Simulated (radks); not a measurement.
The numbers below are computed, except where a source is named.
All-electron atom: Co III in [Ar] 3d7. Level of theory: scalar-relativistic Kohn-Sham, SCAN, spin-polarised, spherical densities, finite nucleus; open shells are filled with parallel spins first; meta-GGA in the generalised Kohn-Sham scheme; Fermi nuclear charge, rms radius 3.7875 fm (a radial shooting solver on a logarithmic mesh with Libxc functionals). Some entries of the table are withheld. Estimate them.

| orbital | occ. | eigenvalue (hartree) | <r> (bohr) | r(max) (bohr) |
|---|---|---|---|---|
| 1s down | 1 | -280.6791 | 0.05620 | 0.03679 |
| 1s up | 1 | -280.6790 | 0.05620 | 0.03679 |
| 2s up | 1 | -34.12442 | 0.2551 | 0.2128 |
| 2s down | 1 | -34.04408 | 0.2547 | 0.2127 |
| 2p up | 3 | -29.25763 | 0.2250 | 0.1722 |
| 2p down | 3 | -29.19784 | 0.2246 | 0.1720 |
| 3s up | 1 | -4.66524 | 0.7725 | 0.6690 |
| 3s down | 1 | -4.50525 | 0.7757 | 0.6698 |
| 3p up | 3 | -3.25727 | 0.8140 | (1) |
| 3p down | 3 | -3.09872 | 0.8194 | (2) |
| 3d up | 5 | (3) | 0.9995 | 0.6686 |
| 3d down | 2 | (4) | 1.048 | 0.6776 |

Answer. 
(1) 3p up r(max) (bohr): 0.6795
(2) 3p down r(max) (bohr): 0.6811
(3) 3d up eigenvalue (hartree): -1.05405
(4) 3d down eigenvalue (hartree): -0.90627
